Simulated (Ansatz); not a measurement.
A nudged elastic band was laid between two geometries of GaH3O (5 atoms, charge 0, multiplicity 1).

Theory: RKS B3LYP/def2-SVP (Ansatz 0.2.0).

- movable images: 7
- climbing image: yes
- spring: 5.0 eV/Å²
- optimiser: quadratic models (default)
- start path: through a guess of the saddle point
- force threshold: 0.2 eV/Å
- iteration limit: 60
- end points: relaxed

Initial state:

```xyz
5
Properties=species:S:1:pos:R:3
Ga 0.385 -0.082 0.199
H 0.205 -0.244 1.751
H 1.680 0.239 -0.611
O -1.060 -0.281 -0.845
H -1.882 -0.480 -0.379
```

Final state:

```xyz
5
Properties=species:S:1:pos:R:3
Ga -1.245 -0.081 -2.240
H 1.097 -0.042 1.004
H 1.644 -0.006 1.535
O -0.823 -0.241 -0.481
H -1.344 -0.477 0.297
```

**Question.** What changes between the two ends?

**Answer.** Bonds broken: Ga1–H2, Ga1–H3. Bonds formed: H2–H3. GaH3O becomes GaHO + H2.

**Question.** Give the energies along the band, and the barrier.

**Answer.** The run converged. The highest image is number 2 of 0 to 8, 3.02 eV above the first end and 2.98 eV above the last; the last end lies 0.04 eV above the first. The threshold of 0.2 eV/Å is loose, so the images may lie well off the minimum-energy path. Neighbouring images differ by up to 3.0 eV, so the band resolves the path poorly. The order of the stationary point at the top wasn't checked. The orbitals stay closed-shell, which can raise the energy where a bond breaks towards radicals; this wasn't checked here.

```json
{"image": "0", "path coordinate (Å)": "0.00", "energy (eV)": "0.00", "Ga1–H2 (Å)": "1.57", "Ga1–H3 (Å)": "1.56", "H2–H3 (Å)": "2.83"}
{"image": "1", "path coordinate (Å)": "1.31", "energy (eV)": "0.03", "Ga1–H2 (Å)": "1.55", "Ga1–H3 (Å)": "1.57", "H2–H3 (Å)": "2.73"}
{"image": "2", "path coordinate (Å)": "2.61", "energy (eV)": "3.02", "Ga1–H2 (Å)": "1.53", "Ga1–H3 (Å)": "1.91", "H2–H3 (Å)": "1.48"}
{"image": "3", "path coordinate (Å)": "3.94", "energy (eV)": "0.15", "Ga1–H2 (Å)": "2.97", "Ga1–H3 (Å)": "3.16", "H2–H3 (Å)": "0.76"}
{"image": "4", "path coordinate (Å)": "5.26", "energy (eV)": "0.12", "Ga1–H2 (Å)": "3.76", "Ga1–H3 (Å)": "4.07", "H2–H3 (Å)": "0.76"}
{"image": "5", "path coordinate (Å)": "6.59", "energy (eV)": "0.12", "Ga1–H2 (Å)": "4.22", "Ga1–H3 (Å)": "3.68", "H2–H3 (Å)": "0.76"}
{"image": "6", "path coordinate (Å)": "7.92", "energy (eV)": "0.11", "Ga1–H2 (Å)": "3.85", "Ga1–H3 (Å)": "4.26", "H2–H3 (Å)": "0.76"}
{"image": "7", "path coordinate (Å)": "9.24", "energy (eV)": "0.06", "Ga1–H2 (Å)": "4.47", "Ga1–H3 (Å)": "3.79", "H2–H3 (Å)": "0.76"}
{"image": "8", "path coordinate (Å)": "10.57", "energy (eV)": "0.04", "Ga1–H2 (Å)": "4.00", "Ga1–H3 (Å)": "4.75", "H2–H3 (Å)": "0.76"}
```

**Question.** What is the geometry of the highest image?

**Answer.** 
```xyz
5
Properties=species:S:1:pos:R:3
Ga -0.311 -0.056 0.826
H 1.167 0.057 1.213
H 1.272 -0.147 -0.244
O -1.584 -0.287 -0.397
H -1.216 -0.414 -1.282
```

Run time: 7.3 min on 1 thread of Arm Neoverse V2 (shared host), peak memory 0.11 GiB.
